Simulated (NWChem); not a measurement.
Molecule: CaBr2; SMILES [Br][Ca][Br]

```xyz
3

Ca     0.0000     0.0000     0.1454
Br     2.6053     0.0000     0.1475
Br    -2.6053     0.0000     0.1475
```
Atoms are numbered in this order, from 1.

The geometry was optimised at PBE0/def2-SVP.

Q: List the 4 lowest vertical singlet excitations from LDA (Slater exchange, VWN5)/def2-SVPD, TDA (NWChem).

A: 
```json
[
 {"state": "S1", "energy (eV)": "3.72", "oscillator strength": "0.040", "leading excitation (squared amplitude)": "HOMO → LUMO (0.96)"},
 {"state": "S2", "energy (eV)": "3.72", "oscillator strength": "0.040", "leading excitation (squared amplitude)": "HOMO−1 → LUMO (0.96)"},
 {"state": "S3", "energy (eV)": "3.85", "oscillator strength": "0.000", "leading excitation (squared amplitude)": "HOMO−2 → LUMO (1.00)"},
 {"state": "S4", "energy (eV)": "3.85", "oscillator strength": "0.000", "leading excitation (squared amplitude)": "HOMO−3 → LUMO (1.00)"}
]
```
